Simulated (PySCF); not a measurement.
PySCF 2.14 output of an unrestricted r2SCAN calculation on a single atom or ion in cc-pVDZ-PP with ECP28MDF (4s4p3d1f, 38 functions), with scalar relativity through the core potential:

```
SCF conv_tol = 1e-09
number electrons alpha = 7  beta = 4
    J. W. Furness, A. D. Kaplan, J. Ning, J. P. Perdew, and J. Sun.,  J. Phys. Chem. Lett. 11, 8208-8215 (2020)
    J. W. Furness, A. D. Kaplan, J. Ning, J. P. Perdew, and J. Sun.,  J. Phys. Chem. Lett. 11, 9248-9248 (2020)
    J. W. Furness, A. D. Kaplan, J. Ning, J. P. Perdew, and J. Sun.,  J. Phys. Chem. Lett. 11, 8208-8215 (2020)
    J. W. Furness, A. D. Kaplan, J. Ning, J. P. Perdew, and J. Sun.,  J. Phys. Chem. Lett. 11, 9248-9248 (2020)
cycle= 1 E= -55.8852749080773  delta_E= -0.00201  |g|= 0.00649  |ddm|= 0.325
cycle= 2 E= -55.8852940080986  delta_E= -1.91e-05  |g|= 0.00307  |ddm|= 0.044
cycle= 3 E= -55.8852982824833  delta_E= -4.27e-06  |g|= 0.000119  |ddm|= 0.02
cycle= 4 E= -55.885298291308  delta_E= -8.82e-09  |g|= 6.87e-06  |ddm|= 0.000786
cycle= 5 E= -55.8852982913336  delta_E= -2.56e-11  |g|= 4.13e-07  |ddm|= 8.94e-05
converged SCF energy = -55.8852982913336  <S^2> = 3.7513789  2S+1 = 4.0006894
```

The run itself started from symmetry-adapted Hartree-Fock orbitals and held the occupation by maximum overlap, on a logarithmic radial grid, so the iterations belong to that start.

Which element, charge and spin multiplicity is this?

Nb²⁺ (niobium, charge +2), multiplicity 4; the state was [Kr] 4d3, high-spin 4F determinant.

Energies and moments cover only the electrons outside the core potential.
